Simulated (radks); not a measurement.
Results of a calculation; reference values are marked as such.
Question: Radial electron density D(r) = 4 pi r^2 rho(r) of an atom or ion with 22 electrons. Code: a radial shooting solver on a logarithmic mesh with Libxc functionals. Model: Dirac Kohn-Sham, BLYP, spin-unpolarised, spherical densities, finite nucleus; Fermi nuclear charge, rms radius of each element as measured or else 0.836 A^(1/3) + 0.57 fm.

| r (bohr) | D(r) (e/bohr) |
|---|---|
| 0.0111 | 7.100 |
| 0.01517 | 11.00 |
| 0.02089 | 16.11 |
| 0.02854 | 21.39 |
| 0.03931 | 25.38 |
| 0.0537 | 25.93 |
| 0.07395 | 22.83 |
| 0.101 | 19.68 |
| 0.1391 | 21.30 |
| 0.1901 | 26.61 |
| 0.2617 | 26.84 |
| 0.3576 | 17.82 |
| 0.4924 | 8.959 |
| 0.6727 | 8.739 |
| 0.9265 | 9.911 |
| 1.266 | 6.402 |
| 1.743 | 2.563 |
| 2.4 | 1.247 |
| 3.279 | 0.7811 |
| 4.516 | 0.3024 |
| 6.169 | 0.06922 |
| 8.496 | 0.03046 |
| 11.61 | 0.03603 |
| 15.98 | 0.02900 |
| 21.84 | 0.01135 |
| 30.07 | 0.001673 |

What is the nuclear charge?

Answer: Z = 22. The innermost maximum, from 1s, lies near gamma/Z bohr with gamma = sqrt(1 - (Z/c)^2) = 0.987, here 0.0449 bohr (found: 0.0480), and its height grows with Z. The density is that of neutral titanium in [Ne] 3s2 3p5.5 3d2 4s2 4d0.5; the configuration itself is not fixed sharply by these data, and Z only to about a unit. D(r) has 4 maxima, at r = 0.0480, 0.227, 0.862, 12.3 bohr, and minima at 0.109, 0.573, 8.56 bohr, inside which lie 2.15, 10.48, 21.59 electrons.
